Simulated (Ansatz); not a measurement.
Basis-set extrapolation for CH7BO3Si, SMILES `COB(O)O[SiH3]` (PBE0-D4/def2-TZVP geometry, frozen core, the Gaussian-basis code of Ansatz). Multiplicity 1, RHF reference.

```json
{"": "HF", "def2-TZVPP": "-580.488451", "def2-QZVPP": "-580.512129"}
{"": "MP2 correlation", "def2-TZVPP": "-1.098612", "def2-QZVPP": "-1.183449"}
{"": "CCSD(T) correlation", "def2-TZVPP": "-1.179916", "def2-QZVPP": "not run"}
```

Energies in hartree. Use E(X) = E(∞) + A·exp(−7.88·√X) for Hartree–Fock and E(X) = E(∞) + B·X^(−2.97) for correlation, with X = 3 and 4, and add CCSD(T) minus MP2 of the smaller set to the MP2 limit.

Problem. What is the CCSD(T) energy at the basis-set limit?

Solution. HF limit: -580.512129 + (-0.023678) × 0.13774 = -580.51539. MP2 limit: -1.183449 + (-0.084837) × 0.74074 = -1.24629. Higher-order term: -1.179916 − (-1.098612) = -0.08130. Total: -581.84298 hartree, 458.4 kJ/mol below CCSD(T)/def2-TZVPP.
